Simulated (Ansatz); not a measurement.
F2H5NOSi2, SMILES `O[SiH](F)N[SiH2]F`, 11 atoms. Total charge 0; spin multiplicity 1. Hardware: A = 2 threads of an AMD EPYC 7R13 on a shared host and a share of an NVIDIA H100 80 GB; B = 2 threads of an AMD EPYC 7R13 on a shared host. Correlated methods freeze the cores. Open-shell runs search over several starts.

Problem. Give the basis size and wall time and peak host memory of each of these runs in Ansatz. RKS PBE0-D4/def2-SVP energy [B]; UKS B3LYP-D4/def2-TZVPP energy of the cation [A]; RKS B2PLYP (frozen core)/def2-TZVPP energy [A]; RHF-MP2/cc-pV(Q+d)Z energy [A]; UKS B2PLYP (frozen core)/def2-TZVPP energy of the cation [A]; direct RPA on PBE orbitals/def2-TZVPP energy [A]; RHF-CCSD(T)/def2-TZVPP energy [A]; UHF-CCSD(T)/def2-TZVPP energy of the cation [A]; UKS r2SCAN-D4/def2-TZVPP energy of the cation [A]; RHF-CCSD(T)/cc-pV(D+d)Z energy [A]; RHF-CCSD(T)/cc-pV(T+d)Z energy [A]; UKS PBE0-D4/def2-TZVPP energy of the cation [A]. (An estimate is asked.)

Solution. The calculation gave: Other jobs shared the machine, so times are rough.

```csv
level,job,functions,wall time,peak host memory (GiB)
RHF-CCSD(T)/cc-pV(D+d)Z,energy [A],127,1.5 s,0.78
RKS PBE0-D4/def2-SVP,energy [B],117,1.8 s,0.28
direct RPA on PBE orbitals/def2-TZVPP,energy [A],278,2.1 s,1.2
RHF-MP2/cc-pV(Q+d)Z,energy [A],498,2.4 s,1.1
UKS PBE0-D4/def2-TZVPP,energy of the cation [A],278,2.5 s,0.89
RHF-CCSD(T)/cc-pV(T+d)Z,energy [A],268,2.6 s,0.84
UKS B3LYP-D4/def2-TZVPP,energy of the cation [A],278,2.7 s,0.9
RHF-CCSD(T)/def2-TZVPP,energy [A],278,3 s,1.2
RKS B2PLYP (frozen core)/def2-TZVPP,energy [A],278,3 s,1.2
UKS B2PLYP (frozen core)/def2-TZVPP,energy of the cation [A],278,3.4 s,1.2
UKS r2SCAN-D4/def2-TZVPP,energy of the cation [A],278,4.1 s,0.95
UHF-CCSD(T)/def2-TZVPP,energy of the cation [A],278,13 s,0.89
```

B3LYP here is the variant with VWN-RPA as its local correlation; programs differ in this.
